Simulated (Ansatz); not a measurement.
Ansatz (a program for electronic structure) input for CH₅ClFNSi, SMILES C[Si@@](N)(F)Cl, PBE-D3(BJ)/def2-SVP. 

Ansatz 0.2 input:
```yaml
crystal:
  periodic: [false, false, false]
  atoms:
    - {symbol: C, position_ang: [1.72911193, 0.86177012, 0.43743234]}
    - {symbol: Si, position_ang: [0.10818194, 0.25037241, -0.20446050]}
    - {symbol: N, position_ang: [-1.07302256, 1.47771828, -0.24674041]}
    - {symbol: F, position_ang: [0.38915564, -0.42627757, -1.66020452]}
    - {symbol: Cl, position_ang: [-0.65780324, -1.28238439, 0.95124299]}
    - {symbol: H, position_ang: [1.63352178, 1.22767472, 1.47064891]}
    - {symbol: H, position_ang: [2.10972530, 1.68611673, -0.18799511]}
    - {symbol: H, position_ang: [2.47933180, 0.05645534, 0.41983416]}
    - {symbol: H, position_ang: [-2.05849370, 1.25264848, -0.33828845]}
    - {symbol: H, position_ang: [-0.86189177, 2.39427509, -0.62845410]}
basis:
  gaussian:
    orbitals: def2-SVP
hamiltonian:
  xc: pbe
  dispersion: d3bj
relax: {f_tol: 0.002, max_steps: 200}
```

Program output:

```
WARN ansatz: RAYON_NUM_THREADS=1 ignored (pool sized by the plan → 1); use --threads N
Functional definition: PBE
integrals: 0.05 GiB planned
1159 factors; their error is unknown
mean field: 0.27 GiB planned
mean field evaluation 1: about -25690.8752 eV, gradient 8.1e1 eV
mean field evaluation 2: about -25665.7937 eV, gradient 1.3e2 eV
mean field evaluation 4: about -25704.2822 eV, gradient 9.0e0 eV
mean field evaluation 8: about -25704.4568 eV, gradient 2.3e-1 eV
mean field evaluation 16: about -25704.3833 eV, gradient 2.3e-4 eV
mean field -25704.38331520 eV, -944.6186637769 hartree, gradient 6.3e-5 eV, S^2 0.000000; 0 other end points of the search recorded, 0 dependent functions left out
the calculation of the forces begins
reference -25704.38334837 eV, -944.6186649957 hartree; 29, 29 occupied and 74, 74 virtual orbitals, 1159 factors
relax step   1: F+E_penalty+E_count = -25704.60949665 eV  Δ(F+E_penalty+E_count) = +0.000e0 eV  max|allowed force component| = 4.323e-1 eV/Å  Δτ_max = 0.0000 Å  (27 SCF iters, accepted)
these checks for a lower state are left out or cut short: starts, cluster_reference, orbital_swaps, neighbouring_geometries, increment
integrals: 0.05 GiB planned
1159 factors; their error is unknown
mean field: 0.27 GiB planned
mean field -25704.39470667 eV, -944.6190824056 hartree, gradient 2.2e-5 eV, S^2 0.000000; 0 other end points of the search recorded, 0 dependent functions left out
the calculation of the forces begins
reference -25704.39473996 eV, -944.6190836289 hartree; 29, 29 occupied and 74, 74 virtual orbitals, 1159 factors
relax step   2: F+E_penalty+E_count = -25704.62007189 eV  Δ(F+E_penalty+E_count) = -1.058e-2 eV  max|allowed force component| = 2.286e-1 eV/Å  Δτ_max = 0.0122 Å  (31 SCF iters, accepted)
these checks for a lower state are left out or cut short: starts, cluster_reference, orbital_swaps, neighbouring_geometries, increment
integrals: 0.05 GiB planned
1159 factors; their error is unknown
mean field: 0.27 GiB planned
mean field evaluation 32: about -25704.3976 eV, gradient 2.3e-5 eV
mean field -25704.39759766 eV, -944.6191886474 hartree, gradient 2.3e-5 eV, S^2 0.000000; 0 other end points of the search recorded, 0 dependent functions left out
the calculation of the forces begins
reference -25704.39763099 eV, -944.6191898723 hartree; 29, 29 occupied and 74, 74 virtual orbitals, 1159 factors
relax step   3: F+E_penalty+E_count = -25704.62251350 eV  Δ(F+E_penalty+E_count) = -2.442e-3 eV  max|allowed force component| = 4.540e-2 eV/Å  Δτ_max = 0.0093 Å  (31 SCF iters, accepted)
these checks for a lower state are left out or cut short: starts, cluster_reference, orbital_swaps, neighbouring_geometries, increment
integrals: 0.05 GiB planned
1159 factors; their error is unknown
mean field: 0.27 GiB planned
mean field -25704.39754561 eV, -944.6191867348 hartree, gradient 2.3e-5 eV, S^2 0.000000; 0 other end points of the search recorded, 0 dependent functions left out
the calculation of the forces begins
reference -25704.39757891 eV, -944.6191879586 hartree; 29, 29 occupied and 74, 74 virtual orbitals, 1159 factors
relax step   4: F+E_penalty+E_count = -25704.62251351 eV  Δ(F+E_penalty+E_count) = -1.081e-8 eV  max|allowed force component| = 1.429e-1 eV/Å  Δτ_max = 0.0277 Å  (28 SCF iters, rejected (line search))
these checks for a lower state are left out or cut short: starts, cluster_reference, orbital_swaps, neighbouring_geometries, increment
integrals: 0.05 GiB planned
1159 factors; their error is unknown
mean field: 0.27 GiB planned
mean field -25704.39804837 eV, -944.6192052110 hartree, gradient 2.3e-5 eV, S^2 0.000000; 0 other end points of the search recorded, 0 dependent functions left out
the calculation of the forces begins
reference -25704.39808170 eV, -944.6192064355 hartree; 29, 29 occupied and 74, 74 virtual orbitals, 1159 factors
relax step   5: F+E_penalty+E_count = -25704.62299421 eV  Δ(F+E_penalty+E_count) = -4.807e-4 eV  max|allowed force component| = 2.826e-2 eV/Å  Δτ_max = 0.0134 Å  (29 SCF iters, accepted)
these checks for a lower state are left out or cut short: starts, cluster_reference, orbital_swaps, neighbouring_geometries, increment
integrals: 0.05 GiB planned
1159 factors; their error is unknown
mean field: 0.27 GiB planned
mean field -25704.39813755 eV, -944.6192084883 hartree, gradient 2.3e-5 eV, S^2 0.000000; 0 other end points of the search recorded, 0 dependent functions left out
the calculation of the forces begins
reference -25704.39817092 eV, -944.6192097144 hartree; 29, 29 occupied and 74, 74 virtual orbitals, 1159 factors
relax step   6: F+E_penalty+E_count = -25704.62311581 eV  Δ(F+E_penalty+E_count) = -1.216e-4 eV  max|allowed force component| = 4.000e-2 eV/Å  Δτ_max = 0.0154 Å  (29 SCF iters, accepted)
these checks for a lower state are left out or cut short: starts, cluster_reference, orbital_swaps, neighbouring_geometries, increment
integrals: 0.05 GiB planned
1159 factors; their error is unknown
mean field: 0.27 GiB planned
mean field -25704.39822350 eV, -944.6192116467 hartree, gradient 2.3e-5 eV, S^2 0.000000; 0 other end points of the search recorded, 0 dependent functions left out
the calculation of the forces begins
reference -25704.39825683 eV, -944.6192128716 hartree; 29, 29 occupied and 74, 74 virtual orbitals, 1159 factors
relax step   7: F+E_penalty+E_count = -25704.62327493 eV  Δ(F+E_penalty+E_count) = -1.591e-4 eV  max|allowed force component| = 1.065e-2 eV/Å  Δτ_max = 0.0096 Å  (29 SCF iters, accepted)
these checks for a lower state are left out or cut short: starts, cluster_reference, orbital_swaps, neighbouring_geometries, increment
integrals: 0.05 GiB planned
1159 factors; their error is unknown
mean field: 0.27 GiB planned
mean field evaluation 64: about -25704.3983 eV, gradient 5.8e-4 eV
mean field -25704.39825511 eV, -944.6192128083 hartree, gradient 1.5e-5 eV, S^2 0.000000; 0 other end points of the search recorded, 0 dependent functions left out
the calculation of the forces begins
reference -25704.39828844 eV, -944.6192140334 hartree; 29, 29 occupied and 74, 74 virtual orbitals, 1159 factors
relax step   8: F+E_penalty+E_count = -25704.62327974 eV  Δ(F+E_penalty+E_count) = -4.819e-6 eV  max|allowed force component| = 6.523e-3 eV/Å  Δτ_max = 0.0024 Å  (22 SCF iters, accepted)
these checks for a lower state are left out or cut short: starts, cluster_reference, orbital_swaps, neighbouring_geometries, increment
integrals: 0.05 GiB planned
1159 factors; their error is unknown
mean field: 0.27 GiB planned
mean field -25704.39824410 eV, -944.6192124036 hartree, gradient 2.5e-5 eV, S^2 0.000000; 0 other end points of the search recorded, 0 dependent functions left out
the calculation of the forces begins
reference -25704.39827743 eV, -944.6192136287 hartree; 29, 29 occupied and 74, 74 virtual orbitals, 1159 factors
relax step   9: F+E_penalty+E_count = -25704.62328552 eV  Δ(F+E_penalty+E_count) = -5.774e-6 eV  max|allowed force component| = 3.505e-3 eV/Å  Δτ_max = 0.0017 Å  (21 SCF iters, accepted)
these checks for a lower state are left out or cut short: starts, cluster_reference, orbital_swaps, neighbouring_geometries, increment
integrals: 0.05 GiB planned
1159 factors; their error is unknown
mean field: 0.27 GiB planned
mean field -25704.39824311 eV, -944.6192123674 hartree, gradient 2.0e-5 eV, S^2 0.000000; 0 other end points of the search recorded, 0 dependent functions left out
the calculation of the forces begins
reference -25704.39827644 eV, -944.6192135924 hartree; 29, 29 occupied and 74, 74 virtual orbitals, 1159 factors
relax step  10: F+E_penalty+E_count = -25704.62328685 eV  Δ(F+E_penalty+E_count) = -1.332e-6 eV  max|allowed force component| = 7.253e-4 eV/Å  Δτ_max = 0.0016 Å  (22 SCF iters, accepted)
integrals: 0.05 GiB planned
1159 factors; their error is unknown
mean field: 0.27 GiB planned
mean field evaluation 96: about -25704.3982 eV, gradient 2.2e-4 eV
mean field -25704.39824311 eV, -944.6192123674 hartree, gradient 2.0e-5 eV, S^2 0.000000; 1 other end points of the search recorded, 0 dependent functions left out
the calculation of the forces begins
reference -25704.39827644 eV, -944.6192135924 hartree; 29, 29 occupied and 74, 74 virtual orbitals, 1159 factors
Total energy: -25704.62332019 eV, -944.6274837973 hartree
Atom 0 at     1.739425     0.862366     0.442044 Å, force    -0.000034    -0.000385    -0.000468 eV/Å
Atom 1 at     0.106065     0.249735    -0.202821 Å, force     0.000486     0.000166    -0.000030 eV/Å
Atom 2 at    -1.081745     1.491226    -0.221741 Å, force    -0.000725     0.000232    -0.000145 eV/Å
Atom 3 at     0.376757    -0.420666    -1.679553 Å, force    -0.000061     0.000223    -0.000182 eV/Å
Atom 4 at    -0.659992    -1.290375     0.959741 Å, force    -0.000480    -0.000061     0.000280 eV/Å
Atom 5 at     1.637622     1.225364     1.483165 Å, force     0.000076     0.000145     0.000316 eV/Å
Atom 6 at     2.120693     1.694554    -0.184927 Å, force    -0.000047     0.000082     0.000032 eV/Å
Atom 7 at     2.491760     0.049608     0.421582 Å, force     0.000601    -0.000059     0.000144 eV/Å
Atom 8 at    -2.066799     1.246208    -0.345451 Å, force     0.000306    -0.000003    -0.000044 eV/Å
Atom 9 at    -0.865968     2.390349    -0.659023 Å, force    -0.000121    -0.000341     0.000096 eV/Å
Dipole moment:     0.005532     0.540258    -0.013983 e Å
```

Self-consistency was reached.
